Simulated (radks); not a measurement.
Values are calculated unless marked as measured or tabulated.
Neutral caesium, configuration [Kr] 4d10 5s1 5p6 6s1 6p1 (not the ground configuration). Level of theory: Dirac Kohn-Sham, PBE, spin-unpolarised, spherical densities, point nucleus; open shells fill j = l - 1/2 first (a radial shooting solver on a logarithmic mesh with Libxc functionals).

Radial electron density D(r) = 4 pi r^2 rho(r):

```
   r/bohr * D(r) (the largest magnitude, 93.1, reaches the edge; | marks zero)
 0.002362 |     *
 0.002772 |      *
 0.003253 |        *
 0.003817 |          *
 0.004444 |             *
 0.005215 |                *
  0.00612 |                    *
 0.007182 |                        *
 0.008428 |                            *
  0.00989 |                                 *
  0.01151 |                                    *
  0.01351 |                                        *
  0.01586 |                                          *
  0.01861 |                                          *
  0.02184 |                                         *
  0.02562 |                                        *
  0.03007 |                                      *
  0.03501 |                                     *
  0.04108 |                                     *
  0.04821 |                                         *
  0.05657 |                                              *
  0.06639 |                                                   *
  0.07791 |                                                      *
   0.0907 |                                                     *
   0.1064 |                                                *
   0.1249 |                                          *
   0.1466 |                                       *
    0.172 |                                        *
   0.2019 |                                            *
    0.235 |                                              *
   0.2758 |                                         *
   0.3236 |                               *
   0.3798 |                     *
   0.4457 |               *
    0.523 |               *
   0.6088 |                 *
   0.7145 |                 *
   0.8384 |             *
   0.9839 |         *
    1.155 |     *
    1.355 |   *
     1.59 |   *
    1.851 |  *
    2.172 | *
    2.549 |*
    2.992 |*
    3.511 *
     4.12 *
    4.796 *
    5.628 *
    6.605 *
    7.751 *
    9.096 *
    10.67 *
    12.43 *
    14.58 *
    17.11 *
```

D(r) has 4 maxima, at r = 0.0183, 0.0804, 0.229, 0.649 bohr, and minima at 0.0356, 0.151, 0.475 bohr, inside which lie 2.02, 11.19, 28.92 electrons.
